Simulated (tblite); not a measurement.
Parent: `[F:1][CH2:2][C@H:3]1[CH2:4][NH:5][SiH2:6][NH:7]1` with F1–C2–C3–C4 65°, C2–C3–C4–N5 155°, C3–C4–N5–Si6 -29°, C4–N5–Si6–N7 13°, N5–Si6–N7–C3 10°, C3H9FN2Si.

Structures optimised with GFN2-xTB, isolated species. One conformer each, not checked by frequencies here.

```
coordinate of the parent    value
                   F1–C2  1.373 Å
                   C2–C3  1.528 Å
                   C3–C4  1.533 Å
                   C4–N5  1.445 Å
                  N5–Si6  1.719 Å
                  Si6–N7  1.725 Å
                   C3–N7  1.444 Å
                F1–C2–C3   110.5°
                C2–C3–C4   111.9°
                C2–C3–N7   109.9°
                C4–C3–N7   106.1°
                C3–C4–N5   106.1°
               C4–N5–Si6   112.1°
               N5–Si6–N7    92.1°
               C3–N7–Si6   112.4°
```

Problem. How does the shared frame change in `[CH2:1]=[CH:2][CH2:3][Si@@H:4]1[NH:5][CH2:6][C@H:7]([CH2:8][F:9])[NH:10]1` with C1–C2–C3–Si4 -101°, C2–C3–Si4–N5 -75°, C6–C7–C8–F9 -178°, C3–Si4–N5–C6 -143°, Si4–N5–C6–C7 36°, N5–C6–C7–C8 83°, C6–C7–N10–Si4 24°, C6H13FN2Si? Atoms pair as F1 = F9, C2 = C8, C3 = C7, C4 = C6, N5 = N5, Si6 = Si4, N7 = N10 (parent first).

Solution. 
```json
{"parent": "F1–C2", "relative": "F9–C8", "value in the relative": "1.376 Å", "change": "+0.003"}
{"parent": "C2–C3", "relative": "C8–C7", "value in the relative": "1.532 Å", "change": "+0.004"}
{"parent": "C3–C4", "relative": "C7–C6", "value in the relative": "1.530 Å", "change": "-0.003"}
{"parent": "C4–N5", "relative": "C6–N5", "value in the relative": "1.446 Å", "change": "+0.001"}
{"parent": "N5–Si6", "relative": "N5–Si4", "value in the relative": "1.727 Å", "change": "+0.008"}
{"parent": "Si6–N7", "relative": "Si4–N10", "value in the relative": "1.722 Å", "change": "-0.003"}
{"parent": "C3–N7", "relative": "C7–N10", "value in the relative": "1.441 Å", "change": "-0.003"}
{"parent": "F1–C2–C3", "relative": "F9–C8–C7", "value in the relative": "110.1°", "change": "-0.4"}
{"parent": "C2–C3–C4", "relative": "C8–C7–C6", "value in the relative": "110.0°", "change": "-1.9"}
{"parent": "C2–C3–N7", "relative": "C8–C7–N10", "value in the relative": "111.7°", "change": "+1.8"}
{"parent": "C4–C3–N7", "relative": "C6–C7–N10", "value in the relative": "106.0°", "change": "-0.1"}
{"parent": "C3–C4–N5", "relative": "C7–C6–N5", "value in the relative": "105.8°", "change": "-0.3"}
{"parent": "C4–N5–Si6", "relative": "C6–N5–Si4", "value in the relative": "109.8°", "change": "-2.3"}
{"parent": "N5–Si6–N7", "relative": "N5–Si4–N10", "value in the relative": "92.4°", "change": "+0.3"}
{"parent": "C3–N7–Si6", "relative": "C7–N10–Si4", "value in the relative": "112.3°", "change": "-0.1"}
```

Of the parent's bonds, N5–Si6 changes most (+0.008 Å). Bonds of the relative outside the shared frame: C1=C2 1.321, C2–C3 1.484, C3–Si4 1.904 Å. Point group C1 → C1.

The numbers are calculated, not measured.
